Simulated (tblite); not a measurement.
Species: C6H8F2 (charge +1 and doublet state).
Z-matrix (Å and degrees, GFN2-xTB geometry), rows numbered from 1:
```
C 
C   1  1.3266
C   2  1.4904  1  138.83
C   3  1.5328  2   91.29  1  -164.74
C   4  1.5284  3   87.65  2   -10.61
F   5  1.3457  2  116.86  1    42.93
C   5  1.5622  2  108.48  1   -79.20
F   7  1.3454  5  110.02  2   -56.52
H   1  1.0815  2  122.83  3  -170.24
H   1  1.0827  2  121.58  3    12.86
H   3  1.0927  2  115.08  1    75.82
H   3  1.0961  2  111.61  1   -47.21
H   4  1.0888  3  116.25  2  -129.58
H   4  1.0902  3  114.84  2   102.17
H   7  1.0992  5  106.62  2  -174.39
H   7  1.0949  5  110.75  2    64.28
```

Computed values, GFN2-xTB/tblite, gas phase, harmonic and unscaled. The method is semi-empirical: single wavenumbers can be off by several per cent or more. One conformer, not necessarily the lowest. Open shells enter through the occupations alone, without spin polarisation, and single modes of such species can be off by tens of per cent.

Harmonic wavenumbers (cm⁻¹): 83.2, 113.8, 155.5, 220.9, 245.6, 345.1, 405.7, 445.3, 488.4, 578.2, 599.4, 725.6, 749.3, 826.3, 858.1, 888.6, 902.8, 938.6, 960.0, 1014.8, 1036.7, 1080.2, 1109.9, 1118.2, 1149.3, 1175.5, 1194.4, 1221.7, 1276.5, 1291.8, 1315.7, 1393.7, 1395.9, 1564.1, 2901.3, 2903.5, 2962.1, 2971.9, 3004.9, 3018.0, 3042.5, 3068.9.

A = 2335, B = 1967, C = 1790 MHz; mass 118.059 u (most abundant isotopes); point group C1, symmetry number 1; spin multiplicity 2.

**Question.** What is the zero-point energy?

**Answer.** Half the sum of the wavenumbers: 26371 cm⁻¹ = 75.40 kcal/mol.

**Question.** What is S at 350 K and 1 bar for an ideal gas of classical rigid rotors and harmonic oscillators?

**Answer.** Translation 41.04, rotation 28.54, vibration 24.33, spin (R ln 2) 1.38: S = 95.3 cal/(mol K).

**Question.** And Cp and H(350 K) − H(0)?

**Answer.** Cp = 37.72 cal/(mol K), of which vibrations give 29.77 (their classical limit is 42 R = 83.5); H(350 K) − H(0) = 7.61 kcal/mol without the zero-point energy, 4.83 from vibrations.

**Question.** How do the functions run with temperature in this model?

**Answer.** 
```csv
T (K),S (cal/(mol K)),Cp (cal/(mol K)),H − H(0) (kcal/mol),G − H(0) (kcal/mol),ln q(vib)
150,72.4,19.2,1.95,-8.91,1.58
250,84.3,28.2,4.31,-16.76,3.38
298.15,89.6,32.8,5.78,-20.95,4.29
400,100.6,42.1,9.61,-30.64,6.31
600,120.5,55.7,19.49,-52.79,10.41
900,145.6,67.8,38.18,-92.82,16.42
```

q(vib) and H(0) count from the zero-point level.

**Question.** Which modes carry the vibrational entropy at 350 K?

**Answer.** 83.2 cm⁻¹: 4.13; 113.8 cm⁻¹: 3.51; 155.5 cm⁻¹: 2.91; 220.9 cm⁻¹: 2.25; 245.6 cm⁻¹: 2.05; 345.1 cm⁻¹: 1.45 cal/(mol K); the other 36 give 8.03 together.

**Question.** Blend soft modes into free rotors: weight 1/[1 + (100 cm⁻¹/ν̃)⁴] for the oscillator and the rest for a rotor with moment μB/(μ + B), μ = h/(8π²ν), B = 10⁻⁴⁴ kg m². What vibrational entropy results?

**Answer.** 23.43 cal/(mol K) in place of 24.33, which changes −T·S at 350 K by +0.32 kcal/mol.

**Question.** What must be added to the electronic energy to get the Gibbs energy at 350 K and 1 bar?

**Answer.** ZPE + [H(350 K) − H(0)] − T·S = 75.40 + 7.61 − 33.35 = 49.66 kcal/mol.

Hindered rotation and anharmonicity are outside this model. Other conformers, if any are populated, would add a mixing term that is left out. The structure is chiral; the term R ln 2 for an equal mix with its mirror image is left out.
